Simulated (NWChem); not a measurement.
System: C$_{2}$H$_{5}$BO$_{2}$; SMILES BOC(C)=O

```xyz
10

B     -0.0743    -1.9869    -0.1365
H      0.9793    -2.1002    -0.7100
H     -0.7862    -2.9154     0.1559
O     -0.5582    -0.7520     0.1860
C      0.1717     0.4063     0.0389
C     -0.7313     1.5911    -0.0936
O      1.3638     0.4197     0.0560
H     -0.1368     2.5053    -0.1960
H     -1.3822     1.6563     0.7909
H     -1.3895     1.4626    -0.9658
```
Atoms are numbered in this order, from 1.

Results from NWChem. Medium grid unless said otherwise, to which SCAN and Minnesota functionals are sensitive. The geometry was optimised at PBE0/def2-SVP.

For level r2SCAN/def2-TZVP:

orbital gap (eV): 5.09

Estimate the same quantities for level LDA (Slater exchange, VWN5)/def2-TZVP.


- orbital gap (eV) = 4.31
